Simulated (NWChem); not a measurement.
# BHCl₂; SMILES ClBCl

```xyz
4

B     -0.6922    -0.0065     0.0000
H     -1.8920    -0.0207     0.0000
Cl     0.1704     0.0037    -1.5101
Cl     0.1704     0.0037     1.5101
```
Atoms are numbered in this order, from 1.

Structure relaxed at the PBE0/def2-SVP level.

Problem. Give the principal values of the shielding tensors (ppm) of B1, Cl3 from PBE0/pcSseg-1, GIAO (NWChem), with their diamagnetic and paramagnetic parts as GIAO splits them.

Solution. 
```
atom    σ11    σ22    σ33  isotropic  diamagnetic  paramagnetic
----  -----  -----  -----  ---------  -----------  ------------
B1     10.1   15.6   93.8       39.8        194.5        -154.6
Cl3   275.9  695.5  920.8      630.8       1148.0        -517.2
```
